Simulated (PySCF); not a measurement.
**How methods differ on the electron affinity of W**

W- [Xe] 4f14 5d5 6s2 (6S) → W [Xe] 4f14 5d4 6s2 (5D), as a difference of total energies. Computed with PySCF 2.14 in def2-TZVPPD with the def2 core potential (60 electrons) (6s5p3d2f1g, 59 functions), with scalar relativity through the core potential. Correlated levels: valence: 5s2 5p6 frozen. The calculations carry no spin-orbit coupling.

| method | electron affinity (eV) |
| --- | --- |
| UHF | 0.335 |
| MP2 (valence) | 1.045 |
| SCS-MP2 (valence) | 0.559 |
| CCSD (valence) | 1.071 |
| CCSD(T) (valence) | 1.132 |

**Question.** How much does correlation contribute at CCSD(T) (valence)?

**Answer.** 1.132 − (0.335) = 0.797 eV, measured against UHF.

The reference lies between the lowest fine-structure levels, while these numbers refer to the centres of the terms.

Errors of the correlated levels include the incompleteness of this basis and the frozen core.

The coupled-cluster amplitudes are large for W- (T1 above 0.03 or a double amplitude above 0.15), so a single reference is strained.

For comparison: 0.817 eV (measured; photodetachment measurements, as compiled on the Wikipedia data page of electron affinities).
